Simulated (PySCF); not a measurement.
UHF on Kr⁺ (krypton, charge +1)

Configuration: [Ar] 3d10 4s2 4p4 5s1, 5s spin antiparallel (an excited configuration). Computed with PySCF 2.14 in aug-cc-pVTZ-PP with one added diffuse shell each of s, d, f type with ECP10MDF (7s5p5d3f, 68 functions), with scalar relativity through the core potential.

| Item | Value |
| --- | --- |
| Total energy | -461.214442 hartree |
| One-electron energy | -791.8411 hartree |
| Hartree (Coulomb) energy | 362.0983 hartree |
| Exchange energy | -31.4717 hartree |
| ⟨S²⟩ | 1.7584 |
| ⟨L²⟩ | 2.047 |
| Sum of ⟨r⟩ | 24.30 bohr |
| Sum of ⟨r²⟩ | 47.74 bohr² |
| Traceless quadrupole moment −½Σ⟨3z² − r²⟩ along its main axis | -0.519 e·bohr² |

```tsv
shell	electrons	mean orbital energy (hartree)	spread (hartree)	rms radius, mean of both spins (bohr)
3s α	1	-11.49840	0	0.567
3s β	1	-11.47592	0	0.567
3p α	3	-9.17609	0.03287	0.583
3p β	3	-9.14817	0.00217	0.583
3d α	5	-4.44003	0.03027	0.604
3d β	5	-4.42274	0.01357	0.604
4s α	1	-1.86421	0	1.62
4s β	1	-1.62503	0	1.62
4p α	3	-1.14574	0.07914	1.88
4p β	1	-1.04973	0	1.88
5s β	1	-0.35066	0	4.69
```

Energies and moments cover only the electrons outside the core potential. The outer electron is Rydberg-like, and this basis confines it to a smaller radius and binds it less than a complete one would. With the s spin flipped the determinant is a mixture of two multiplicities, not a spectroscopic state.
